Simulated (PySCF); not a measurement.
# B²⁺: ionisation energy

B²⁺ [He] 2s1 (2S) → B³⁺ 1s2 (1S), as a difference of total energies. Calculation: PySCF 2.14, in aug-cc-pV5Z; the non-relativistic Hamiltonian (point nucleus). The calculations carry no spin-orbit coupling.

Question: Order these methods by the ionisation energy they give, lowest first.
A. wB97X-V
B. HSE06
C. UHF
D. r2SCAN

Answer: C (37.819 eV), D (37.854 eV), A (38.069 eV), B (38.224 eV).

For comparison: 37.931 eV (measured; NIST Atomic Spectra Database, ionization energies).
